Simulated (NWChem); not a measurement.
System: CH$_{4}$N$_{2}$SSr

The following NWChem deck was run.

```
start job
memory heap 200 mb stack 900 mb global 1100 mb
geometry units angstroms noautoz
  Sr     0.163089     0.320552    -0.344067
  S      0.025697     3.089691    -0.495097
  H     -0.094195     3.284027     0.838671
  C     -0.811179    -2.317173     0.017159
  N     -0.745571    -1.813606    -1.205873
  N     -0.393459    -1.625935     1.067761
  H     -1.226980    -3.335718     0.166057
  H     -1.113464    -2.446619    -1.907077
  H     -0.514993    -2.130730     1.938412
end
basis spherical
  * library def2-svp
end
ecp
  Sr library def2-ecp
end
dft
  xc xpbe96 cpbe96
  iterations 150
  mulliken
end
task dft energy
```

Parts of the log:

```
             Northwest Computational Chemistry Package (NWChem) 7.3.0
             --------------------------------------------------------

 C1  symmetry detected

                             Geometry "geometry" -> ""
                             -------------------------

 Output coordinates in angstroms (scale by  1.889725989 to convert to a.u.)

  No.       Tag          Charge          X              Y              Z
 ---- ---------------- ---------- -------------- -------------- --------------
    1 Sr                  38.0000    -0.03972560    -0.12269972     0.27215316
    2 S                   16.0000    -0.02207216    -2.84588764    -0.26983701
    3 H                    1.0000     1.29960327    -2.91070054    -0.55276984
    4 C                    6.0000     0.03446574     2.64876654    -0.32008490
    5 N                    7.0000    -1.13744908     2.04231361    -0.20818354
    6 N                    7.0000     1.16877660     1.99304070    -0.12152250
    7 H                    1.0000     0.06798598     3.72544794    -0.58865251
    8 H                    1.0000    -1.91589547     2.66211002    -0.40212014
    9 H                    1.0000     1.98494638     2.57985479    -0.25243387

 Effective nuclear repulsion energy (a.u.)     405.7999446090

 Summary of "ao basis" -> "ao basis" (spherical)
 ------------------------------------------------------------------------------
       Tag                 Description            Shells   Functions and Types
 ---------------- ------------------------------  ------  ---------------------
 Sr                         def2-svp                 9       23   4s3p2d
 S                          def2-svp                 8       18   4s3p1d
 H                          def2-svp                 3        5   2s1p
 C                          def2-svp                 6       14   3s2p1d
 N                          def2-svp                 6       14   3s2p1d

            General Information
            -------------------
          SCF calculation type: DFT
          Wavefunction type:  closed shell.
          No. of atoms     :     9
          No. of electrons :    50
           Alpha electrons :    25
            Beta electrons :    25
          Charge           :     0
          Spin multiplicity:     1
          Use of symmetry is: off; symmetry adaption is: off
          Maximum number of iterations: 150
          AO basis - number of functions:   103
                     number of shells:    47
          Convergence on energy requested:  1.00D-06
          Convergence on density requested:  1.00D-05
          Convergence on gradient requested:  5.00D-04

              XC Information
              --------------
          PerdewBurkeErnzerhof Exchange Functional  1.000
            Perdew 1991 LDA Correlation Functional  1.000 local
           PerdewBurkeErnz. Correlation Functional  1.000 non-local

             Grid Information
             ----------------
          Grid used for XC integration:  medium
          Radial quadrature: Mura-Knowles
          Angular quadrature: Lebedev.
          Tag              B.-S. Rad. Rad. Pts. Rad. Cut. Ang. Pts.
          ---              ---------- --------- --------- ---------
          Sr                  2.00      123          11.0       590
          S                   1.00       88          14.0       590
          H                   0.35       45          15.0       434
          C                   0.70       49          13.0       434
          N                   0.65       49          13.0       434
          Grid pruning is: on
          Number of quadrature shells:   538
          Spatial weights used:  Erf1

      Superposition of Atomic Density Guess
      -------------------------------------

 Sum of atomic energies:        -580.33825098

      Non-variational initial energy
      ------------------------------

 Total energy =    -577.692769
 1-e energy   =   -1172.154347
 2-e energy   =     406.385489
 HOMO         =      -0.327169
 LUMO         =      -0.086909

     ---------------------------------------------
      Total Density - Mulliken Population Analysis
     ---------------------------------------------

    Atom       Charge   Shell Charges
 -----------   ------   -------------------------------------------------------
    1 Sr  10     8.77   0.74  1.23  0.32  0.05  5.86  0.21  0.06  0.21  0.09
    2 S   16    16.86   2.00  1.99  1.21  0.66  5.94  1.92  3.12  0.02
    3 H    1     0.78   0.57  0.18  0.03
    4 C    6     5.53   1.99  0.93  0.20  1.67  0.65  0.08
    5 N    7     7.83   1.99  1.06  0.55  2.57  1.65  0.01
    6 N    7     7.83   1.99  1.06  0.55  2.57  1.65  0.01
    7 H    1     0.90   0.67  0.21  0.02
    8 H    1     0.74   0.60  0.10  0.04
    9 H    1     0.74   0.60  0.10  0.04

   convergence    iter        energy       DeltaE   RMS-Dens  Diis-err
 ---------------- ----- ----------------- --------- --------- ---------
 d= 0,ls=0.0,diis     1   -578.3115179496 -7.66D+02  2.03D-02  9.36D-01
 d= 0,ls=0.0,diis     2   -578.0977906777  2.14D-01  1.30D-02  2.66D+00
 d= 0,ls=0.0,diis     3   -578.4285857797 -3.31D-01  1.78D-03  5.09D-02
 d= 0,ls=0.0,diis     4   -578.4330665518 -4.48D-03  1.09D-03  9.28D-03
 d= 0,ls=0.0,diis     5   -578.4342172195 -1.15D-03  4.07D-04  2.28D-03
  Resetting Diis
 d= 0,ls=0.0,diis     6   -578.4344557466 -2.39D-04  1.75D-04  4.00D-04
 d= 0,ls=0.0,diis     7   -578.4345065691 -5.08D-05  1.23D-04  1.81D-05
 d= 0,ls=0.0,diis     8   -578.4344976602  8.91D-06  7.91D-05  8.23D-05
 d= 0,ls=0.0,diis     9   -578.4345086672 -1.10D-05  2.09D-05  6.22D-06
 d= 0,ls=0.0,diis    10   -578.4345094606 -7.93D-07  3.90D-06  1.95D-07

         Total DFT energy =     -578.434509460582
      One electron energy =    -1178.429926722308
           Coulomb energy =      462.392486786690
    Exchange-Corr. energy =      -50.473159080277
 Nuclear repulsion energy =      188.076089555313

 Numeric. integr. density =       49.999995788190

                       DFT Final Molecular Orbital Analysis
                       ------------------------------------

 Vector   23  Occ=2.000000D+00  E=-1.913595D-01
              MO Center=  1.7D-02,  2.0D+00, -1.6D-01, r^2= 2.4D+00
   Bfn.  Coefficient  Atom+Function         Bfn.  Coefficient  Atom+Function
  ----- ------------  ---------------      ----- ------------  ---------------
    80     -0.414000  6 N  pz                66      0.411357  5 N  pz
    83      0.355903  6 N  pz                69     -0.352657  5 N  pz
    65      0.106353  5 N  py                79     -0.098554  6 N  py
    68     -0.091898  5 N  py                82      0.086071  6 N  py
    17     -0.083959  1 Sr d  1              22     -0.061839  1 Sr d  1

 Vector   24  Occ=2.000000D+00  E=-1.781566D-01
              MO Center=  1.0D-03, -2.5D+00, -2.5D-01, r^2= 3.0D+00
   Bfn.  Coefficient  Atom+Function         Bfn.  Coefficient  Atom+Function
  ----- ------------  ---------------      ----- ------------  ---------------
    35      0.562920  2 S  py                32      0.406440  2 S  py
    29      0.236340  2 S  py                 3      0.233649  1 Sr s
     6      0.218201  1 Sr py                18     -0.128385  1 Sr d  2
     2     -0.118882  1 Sr s                  9     -0.086794  1 Sr py
    15      0.086948  1 Sr d -1              65     -0.083998  5 N  py

 Vector   25  Occ=2.000000D+00  E=-1.678651D-01
              MO Center=  2.2D-03, -2.7D+00, -2.3D-01, r^2= 2.1D+00
   Bfn.  Coefficient  Atom+Function         Bfn.  Coefficient  Atom+Function
  ----- ------------  ---------------      ----- ------------  ---------------
    36      0.583388  2 S  pz                33      0.403332  2 S  pz
    30      0.234561  2 S  pz                34      0.126191  2 S  px
    15     -0.115520  1 Sr d -1              20     -0.101519  1 Sr d -1
    13      0.093270  1 Sr pz                31      0.085730  2 S  px
    35     -0.074621  2 S  py                 7     -0.068644  1 Sr pz

 Vector   26  Occ=0.000000D+00  E=-6.594869D-02
              MO Center= -4.9D-02, -2.4D-01,  1.0D+00, r^2= 6.6D+00
   Bfn.  Coefficient  Atom+Function         Bfn.  Coefficient  Atom+Function
  ----- ------------  ---------------      ----- ------------  ---------------
     4      0.743796  1 Sr s                  2     -0.311542  1 Sr s
    16      0.295839  1 Sr d  0               3      0.250617  1 Sr s
    18      0.251467  1 Sr d  2              13      0.179768  1 Sr pz
    49      0.112583  4 C  s                 27     -0.110041  2 S  s
    77     -0.107227  6 N  s                  7     -0.104712  1 Sr pz

 Vector   27  Occ=0.000000D+00  E=-2.462956D-02
              MO Center=  9.7D-03,  1.3D+00,  2.2D-01, r^2= 6.2D+00
   Bfn.  Coefficient  Atom+Function         Bfn.  Coefficient  Atom+Function
  ----- ------------  ---------------      ----- ------------  ---------------
    13      0.480598  1 Sr pz                55     -0.458160  4 C  pz
    52     -0.405367  4 C  pz                15      0.341037  1 Sr d -1
    12      0.300683  1 Sr py                69      0.210418  5 N  pz
    83      0.202827  6 N  pz                18     -0.174143  1 Sr d  2
    66     -0.158637  5 N  pz                 7     -0.155634  1 Sr pz

 Vector   28  Occ=0.000000D+00  E=-1.502869D-02
              MO Center= -7.1D-01, -2.1D-01,  7.9D-01, r^2= 6.8D+00
   Bfn.  Coefficient  Atom+Function         Bfn.  Coefficient  Atom+Function
  ----- ------------  ---------------      ----- ------------  ---------------
    11      0.626962  1 Sr px                17     -0.377229  1 Sr d  1
    16      0.315668  1 Sr d  0              18     -0.230147  1 Sr d  2
    43     -0.204999  3 H  s                 22     -0.199960  1 Sr d  1
     5     -0.178739  1 Sr px                14     -0.153951  1 Sr d -2
    27      0.148181  2 S  s                 23     -0.140059  1 Sr d  2

     ---------------------------------------------
      Total Density - Mulliken Population Analysis
     ---------------------------------------------

    Atom       Charge   Shell Charges
 -----------   ------   -------------------------------------------------------
    1 Sr  10     9.36   0.74  1.23  0.34 -0.00  5.84  0.31  0.13  0.54  0.22
    2 S   16    16.40   2.00  1.98  1.23  0.65  5.92  1.80  2.78  0.02
    3 H    1     0.94   0.71  0.20  0.03
    4 C    6     5.88   1.98  0.93  0.13  2.04  0.71  0.08
    5 N    7     7.34   1.99  1.00  0.57  2.41  1.36  0.02
    6 N    7     7.35   1.99  1.00  0.57  2.41  1.36  0.02
    7 H    1     0.98   0.75  0.21  0.02
    8 H    1     0.87   0.73  0.10  0.05
    9 H    1     0.87   0.73  0.10  0.05

     -------------------------------------------
      Total Density - Lowdin Population Analysis
     -------------------------------------------

    Atom       Charge   Shell Charges
 -----------   ------   -------------------------------------------------------
    1 Sr  10     9.72   0.81  1.05  0.32  0.12  5.38  0.82  0.25  0.57  0.40
    2 S   16    16.10   2.00  1.95  0.98  0.68  5.81  1.90  2.76  0.03
    3 H    1     1.01   0.61  0.31  0.09
    4 C    6     5.93   1.96  0.60  0.28  1.84  1.07  0.19
    5 N    7     7.20   1.97  0.76  0.47  2.24  1.72  0.04
    6 N    7     7.20   1.97  0.76  0.46  2.24  1.73  0.04
    7 H    1     0.99   0.64  0.28  0.07
    8 H    1     0.93   0.60  0.20  0.13
    9 H    1     0.93   0.60  0.20  0.13

     Multipole analysis of the density
     ---------------------------------

     L   x y z        total         alpha         beta         nuclear
     -   - - -        -----         -----         ----         -------
     0   0 0 0      0.000000    -25.000000    -25.000000     50.000000

     1   1 0 0      0.202556     -0.949709     -0.949709      2.101974
     1   0 1 0      2.099482     -2.196423     -2.196423      6.492328
     1   0 0 1      0.699617      7.549937      7.549937    -14.400257

     2   2 0 0    -35.228105    -67.526400    -67.526400     99.824695
     2   1 1 0     -1.653600      2.499033      2.499033     -6.651665
     2   1 0 1     -0.905012     -0.622663     -0.622663      0.340313
     2   0 2 0    -49.421371   -497.748102   -497.748102    946.074833
     2   0 1 1     -2.280892     -0.941351     -0.941351     -0.398189
     2   0 0 2    -37.833410    -25.710009    -25.710009     13.586608
```

Level: PBE/def2-SVP with def2 effective core potentials on Sr. Coordinates come from a PBE0/def2-SVP optimisation. No frequency run checked for a minimum. def2 effective core potentials on Sr; no spin-orbit coupling.
